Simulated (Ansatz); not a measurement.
Harmonic frequencies (cm⁻¹) at PBE0-D4/def2-TZVP from Ansatz: 152, 204, 219, 248, 291, 320, 366, 424, 657, 683, 707, 792, 820, 847, 891, 924, 965, 1273, 1449, 1450, 1573, 1579, 2164, 3043, 3124, 3133, 3608, 3614, 3705, 3714.

Each molecule was computed in one conformer, which needn't be the lowest.

Question: Which molecule is it?
A. `CO[Si](N)(F)Cl`
B. `CN[SiH2]N`
C. `C[SiH](N)N`
D. `C=C[Si](O)(O)F`

Answer: C.
